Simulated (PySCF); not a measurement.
An excited-state job on `NB[C@@H]1CCC12C=C2`.

Method: TDDFT PBE0/def2-SVPD, vertical, gas phase, core orbitals frozen in the response (PySCF 2.14.0, density-fitted response routines). Geometry: GFN2-xTB. A driver script takes a list of jobs; this job's settings line and coordinates (Å) are shown.

Command:
```bash
OMP_NUM_THREADS=1 python probes_run.py task.json out
```

Input:
```
{"job": {"kind": "uv", "xc": "PBE0", "basis": "def2-SVPD", "nstates": 8, "ntriplets": 3}, "charge": 0, "multiplicity": 1}
N      2.358465     0.608578     0.589390
B      1.743578    -0.489163     0.018994
C      0.208754    -0.759716     0.326137
C     -0.615017    -1.607972    -0.673658
C     -1.615414    -0.455274    -0.866964
C     -0.779095     0.390636     0.082776
C     -1.232836     1.454958     1.026290
C     -0.511887     1.858263     0.014968
H      1.874479     1.260062     1.185256
H      3.322635     0.856460     0.444016
H      2.378157    -1.191130    -0.675111
H      0.103647    -1.141561     1.347647
H     -1.048627    -2.514619    -0.256182
H     -0.066506    -1.866959    -1.576565
H     -1.682400    -0.071237    -1.885092
H     -2.623987    -0.666257    -0.509807
H     -1.772511     1.686305     1.913294
H     -0.050195     2.654943    -0.517044
```

Problem. Estimate the output.

Solution. 
```
coarse grid: 14864 points
cycle   1  E = -313.4830167843  dE =  1.170e+00  |g| = 4.838e-01  |ddm| = 7.779e+00
cycle   2  E = -313.4674806846  dE =  1.554e-02  |g| = 5.628e-01  |ddm| = 2.292e+00
cycle   3  E = -313.5476578194  dE = -8.018e-02  |g| = 7.556e-02  |ddm| = 1.223e+00
cycle   4  E = -313.5488519384  dE = -1.194e-03  |g| = 2.775e-02  |ddm| = 2.227e-01
cycle   5  E = -313.5490212937  dE = -1.694e-04  |g| = 9.394e-03  |ddm| = 6.404e-02
cycle   6  E = -313.5490408374  dE = -1.954e-05  |g| = 3.391e-03  |ddm| = 2.091e-02
cycle   7  E = -313.5490436581  dE = -2.821e-06  |g| = 6.332e-04  |ddm| = 8.676e-03
final grid: 143168 points
cycle   8  E = -313.5931759883  dE = -4.326e-05  |g| = 8.482e-03  |ddm| = 1.988e-01
cycle   9  E = -313.5931663091  dE =  9.679e-06  |g| = 1.071e-02  |ddm| = 3.761e-02
cycle  10  E = -313.5931944846  dE = -2.818e-05  |g| = 1.169e-03  |ddm| = 2.041e-02
cycle  11  E = -313.5931948092  dE = -3.246e-07  |g| = 2.413e-04  |ddm| = 2.848e-03
cycle  12  E = -313.5931948182  dE = -9.026e-09  |g| = 1.497e-04  |ddm| = 7.464e-04
cycle  13  E = -313.5931948238  dE = -5.554e-09  |g| = 2.424e-05  |ddm| = 3.138e-04
cycle  14  E = -313.5931948239  dE = -1.367e-10  |g| = 6.574e-06  |ddm| = 8.205e-05
converged SCF energy = -313.5931948239

Static polarisability (au): isotropic 85.878, principal 73.668 89.552 94.414

Singlet excitations
state   eV       nm        f      main configurations
  1   5.5695    222.6   0.00526   H-1->L 0.49, H->L 0.48
  2   5.9326    209.0   0.04039   H->L 0.47, H-1->L 0.44
  3   6.0345    205.5   0.00871   H->L+1 0.85
  4   6.5255    190.0   0.01502   H->L+2 0.57, H-1->L+1 0.26, H->L+1 0.09
  5   6.5991    187.9   0.01736   H-1->L+1 0.57, H->L+2 0.32
  6   6.6415    186.7   0.00039   H-3->L 0.75, H-2->L 0.13
  7   7.0443    176.0   0.02145   H-1->L+2 0.49, H->L+3 0.38
  8   7.0806    175.1   0.03029   H->L+4 0.76, H->L+3 0.16

Triplet excitations (Tamm-Dancoff, eV): 3.9989 5.2301 5.6966
```

The SCF starts on a coarse grid where the log names one; the energy can jump when the final grid takes over, and dE then counts from the start density on the new grid. H and L stand for HOMO and LUMO; the number after each pair is its weight.

Problem. Which computed singlet has the largest oscillator strength, and what do all of them sum to?

Solution. State 2 at 5.93 eV (209 nm), f = 0.040; the 8 states sum to 0.139.

Problem. Give the mean polarisability as a volume in Å³, and the ratio of the largest to the smallest principal value.

Solution. 85.878 au × 0.148185 = 12.73 Å³; 94.414/73.668 = 1.28.

In short: HOMO -6.80 eV, LUMO 0.00 eV; lowest singlet 5.57 eV; lowest triplet 4.00 eV (Tamm–Dancoff); mean polarisability 85.9 au.

Hardware: one thread, Arm Neoverse N1 (aarch64), no GPU, shared host with 64 logical CPUs at a one-minute load of 60. Cost: 92 s, 0.91 GiB resident at most.

One conformer stands for the species.
Labels such as C1 count atoms from 1, the log's own numbers from 0.
